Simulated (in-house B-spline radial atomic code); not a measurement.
# Tm²⁺: [Xe] 4f13

Method: Dirac-Kohn-Sham AM05, spherical fractional occupations, Fermi nucleus of rms radius 5.2256 fm. Calculated with an all-electron radial atomic-structure program (B-spline basis).

Z_r = [3n² - l(l+1)]/(2<r>); Z_e = n√(-2ε); the last column is Slater's effective charge. Values are occupation-weighted means over j. An effective charge above Z reflects the relativistic contraction of the inner shells.

| shell | electrons | ε (eV) | <r> (bohr) | Z_r | Z_e | Slater |
| --- | --- | --- | --- | --- | --- | --- |
| 1s | 2 | -59168 | 0.02002 | 74.91 | 65.95 | 68.70 |
| 2s | 2 | -9990.4 | 0.08435 | 71.13 | 54.20 | 64.85 |
| 2p | 6 | -8873.9 | 0.07503 | 66.64 | 51.08 | 64.85 |
| 3s | 2 | -2255.8 | 0.2207 | 61.17 | 38.63 | 57.75 |
| 3p | 6 | -1913.4 | 0.2196 | 56.91 | 35.58 | 57.75 |
| 3d | 10 | -1467 | 0.1999 | 52.52 | 31.15 | 47.85 |
| 4s | 2 | -455.31 | 0.4981 | 48.19 | 23.14 | 41.25 |
| 4p | 6 | -341.8 | 0.5278 | 43.58 | 20.05 | 41.25 |
| 4d | 10 | -185.42 | 0.5723 | 36.69 | 14.77 | 29.85 |
| 5s | 2 | -67.913 | 1.23 | 30.49 | 11.17 | 12.20 |
| 5p | 6 | -41.748 | 1.459 | 25.02 | 8.76 | 12.20 |
| 4f | 13 | -17.565 | 0.7994 | 22.52 | 4.54 | 18.80 |

The least bound orbital is 4f7/2 at -17.05 eV, while the most diffuse is 5p3/2 (<r> = 1.496 bohr against 0.8078 bohr): energy order and size order differ.

Spin-orbit splittings of the orbital energies (j = l + 1/2 above j = l - 1/2 when positive): 2p 978.9 eV, 3p 206.7 eV, 3d 45.21 eV, 4p 46.79 eV, 4d 8.512 eV, 5p 5.806 eV, 4f 1.202 eV.

For the 1s electron the small component carries 6.68 % of the norm, the zero-frequency Breit interaction raises the level by 192.8 eV, self-energy by 117.9 eV, and vacuum polarisation lowers it by 20.7 eV.

The density falls to 0.001 bohr⁻³ at 3.313 bohr; Σ<r²> = 36.57 bohr² gives, by the non-relativistic formula and without the paramagnetism of open shells, a Langevin diamagnetic susceptibility of -28.96×10⁻⁶ cm³/mol.
